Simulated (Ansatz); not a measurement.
Start from `[F][SbH][AlH2]` and change one atom or group to get `[F][SbH][F]`.

Ansatz, PBE0-D4/def2-TZVP geometries, multiplicity 1. 

Elements past krypton have def2 core potentials.

```json
{"property": "LUMO energy (ωB97M-V/def2-TZVPP) / eV", "`[F][SbH][AlH2]`": "-0.43"}
{"property": "LUMO energy (B3LYP/def2-TZVPP) / eV", "`[F][SbH][AlH2]`": "-2.25"}
{"property": "HOMO energy (PBE0/def2-TZVPP) / eV", "`[F][SbH][AlH2]`": "-6.90"}
{"property": "size of the dipole moment (PBE/def2-TZVPP) / D", "`[F][SbH][AlH2]`": "2.22"}
{"property": "zero-point energy (PBE0-D4/def2-TZVP) / kJ/mol", "`[F][SbH][AlH2]`": "56.9"}
{"property": "HOMO–LUMO gap (PBE/def2-TZVPP) / eV", "`[F][SbH][AlH2]`": "3.07"}
```

**Question.** What does the change do to each property? (Best estimate.)

**Answer.** The calculation gave: 
| property | `[F][SbH][F]` | shift |
| --- | --- | --- |
| LUMO energy (ωB97M-V/def2-TZVPP) / eV | 0.10 | 0.53 |
| LUMO energy (B3LYP/def2-TZVPP) / eV | -1.97 | 0.28 |
| HOMO energy (PBE0/def2-TZVPP) / eV | -8.33 | -1.43 |
| size of the dipole moment (PBE/def2-TZVPP) / D | 3.08 | 0.86 |
| zero-point energy (PBE0-D4/def2-TZVP) / kJ/mol | 28.3 | -28.6 |
| HOMO–LUMO gap (PBE/def2-TZVPP) / eV | 4.59 | 1.52 |

With PBE0 the HOMO falls by 1.43 eV and the LUMO rises by 0.37 eV, so the gap widens by about 1.80 eV. PBE moves the HOMO by -1.17 eV and ωB97M-V by -1.65 eV. The zero-point energy changes by -28.6 kJ/mol with -6 modes. Dipoles are sizes alone; their direction can turn.

B3LYP here is the variant with VWN-RPA as its local correlation; programs differ in this.

Spin–orbit coupling is left out; it splits and shifts lone-pair levels of the heavy atoms by tenths of an eV.
